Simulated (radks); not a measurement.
Results of a calculation; reference values are marked as such.
Species: Br5+. Configuration: [Ar] 3d10 4s2 (the NIST ground configuration).

Level of theory: Dirac Kohn-Sham, LDA (Slater exchange, Perdew-Wang correlation), spin-unpolarised, spherical densities, finite nucleus; Fermi nuclear charge, rms radius 4.1629 fm (a radial shooting solver on a logarithmic mesh with Libxc functionals).

Energy parts (hartree):
| part | energy |
|---|---|
| total | -2596.82639 |
| kinetic | 2662.16728 |
| electron-nucleus | -6196.93223 |
| Hartree | 1024.72223 |
| exchange-correlation | -86.78367 |

Orbitals (lengths in bohr, moments of r in powers of bohr; <r^-3> diverges for s and p1/2; r(max) is where P^2 peaks):
1s1/2: occ. 2; eigenvalue (hartree) -491.1321; <r^4> 0.00001567; r(max) 0.02795
2s1/2: occ. 2; eigenvalue (hartree) -66.20633; <r^4> 0.003114; r(max) 0.1595
2p1/2: occ. 2; eigenvalue (hartree) -59.94574; <r^4> 0.002138; r(max) 0.1252
2p3/2: occ. 4; eigenvalue (hartree) -58.20237; <r^-3> 1297; <r^4> 0.002312; r(max) 0.1284
3s1/2: occ. 2; eigenvalue (hartree) -11.31645; <r^4> 0.1942; r(max) 0.4844
3p1/2: occ. 2; eigenvalue (hartree) -9.13529; <r^4> 0.2215; r(max) 0.4750
3p3/2: occ. 4; eigenvalue (hartree) -8.88243; <r^-3> 189.9; <r^4> 0.2381; r(max) 0.4837
3d3/2: occ. 4; eigenvalue (hartree) -5.07730; <r^-3> 24.22; <r^4> 0.3637; r(max) 0.4269
3d5/2: occ. 6; eigenvalue (hartree) -5.03670; <r^-3> 23.43; <r^4> 0.3729; r(max) 0.4296
4s1/2: occ. 2; eigenvalue (hartree) -2.99599; <r^4> 8.494; r(max) 1.324

The highest occupied level is 4s1/2 at -81.525 eV. The electron density at the nucleus is 4.419e+04 e/bohr^3. The density falls to 0.001 e/bohr^3 at r = 2.74 bohr. For comparison, the ionisation energy in NIST's Atomic Spectra Database is 87.39 eV (measured). In exact Kohn-Sham theory the highest level is minus the ionisation energy, but local and semilocal functionals leave it too shallow, through self-interaction and a potential that decays too fast; potentials with the right tail come closer. Summed over all electrons, <r^2> = 12.22 bohr^2, which gives a Langevin (diamagnetic) susceptibility term of -9.68 x 10^-6 cm^3/mol.
